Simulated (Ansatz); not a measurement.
Start from `N[SiH2]O[SiH2]N` and change one atom or group to get `BO[SiH2]N`.

Ansatz, PBE0-D4/def2-TZVP geometries, multiplicity 1. Each molecule was computed in one conformer, which needn't be the lowest.

```json
{"property": "HOMO–LUMO gap (B3LYP/def2-TZVPP) / eV", "`N[SiH2]O[SiH2]N`": "7.70"}
{"property": "LUMO energy (ωB97M-V/def2-TZVPP) / eV", "`N[SiH2]O[SiH2]N`": "2.03"}
{"property": "HOMO energy (PBE0/def2-TZVPP) / eV", "`N[SiH2]O[SiH2]N`": "-7.63"}
{"property": "LUMO energy (B3LYP/def2-TZVPP) / eV", "`N[SiH2]O[SiH2]N`": "0.33"}
{"property": "size of the dipole moment (ωB97M-V/def2-TZVPP) / D", "`N[SiH2]O[SiH2]N`": "2.46"}
{"property": "HOMO–LUMO gap (PBE0/def2-TZVPP) / eV", "`N[SiH2]O[SiH2]N`": "8.26"}
```

What does the change do to each property? (Estimate.)

The calculation gave: 
| property | `BO[SiH2]N` | shift |
| --- | --- | --- |
| HOMO–LUMO gap (B3LYP/def2-TZVPP) / eV | 7.04 | -0.66 |
| LUMO energy (ωB97M-V/def2-TZVPP) / eV | 1.40 | -0.63 |
| HOMO energy (PBE0/def2-TZVPP) / eV | -8.00 | -0.37 |
| LUMO energy (B3LYP/def2-TZVPP) / eV | -0.71 | -1.04 |
| size of the dipole moment (ωB97M-V/def2-TZVPP) / D | 1.80 | -0.66 |
| HOMO–LUMO gap (PBE0/def2-TZVPP) / eV | 7.55 | -0.71 |

With PBE0 the HOMO falls by 0.37 eV and the LUMO falls by 1.08 eV, so the gap narrows by about 0.71 eV. PBE moves the HOMO by -0.39 eV and ωB97M-V by -0.36 eV. Dipoles are sizes alone; their direction can turn.

B3LYP here is the variant with VWN-RPA as its local correlation; programs differ in this.
